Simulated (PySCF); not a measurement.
C2H8N2Si2, SMILES [SiH2]1[Si@@H](N)C(=N1)C. Geometry: PBE0-D3(BJ)/def2-SVP. The structure was generated by enumeration; whether it is a known compound was not checked. One conformer was computed; it need not be the lowest.

Computed equilibrium geometry at PBE0-D3(BJ)/def2-SVP (PySCF confirms it by a frequency run) as Cartesian coordinates in Å (one conformer of several):
```xyz
14

C      1.7803    -1.7427    -0.3221
C      0.9388    -0.5109    -0.2664
N      1.2019     0.5416    -0.9664
Si    -0.1968     1.6404    -0.6885
Si    -0.5944    -0.0915     0.8430
N     -1.9626    -1.1217     0.9970
H      1.1614    -2.6076    -0.6125
H      2.6040    -1.6193    -1.0402
H      2.1886    -1.9726     0.6761
H     -1.0450     1.7212    -1.9185
H      0.1870     3.0377    -0.3136
H     -0.1383     0.1653     2.2476
H     -2.5712    -1.3662     0.2269
H     -2.2999    -1.4603     1.8885
```
Charge 0, spin multiplicity 1.
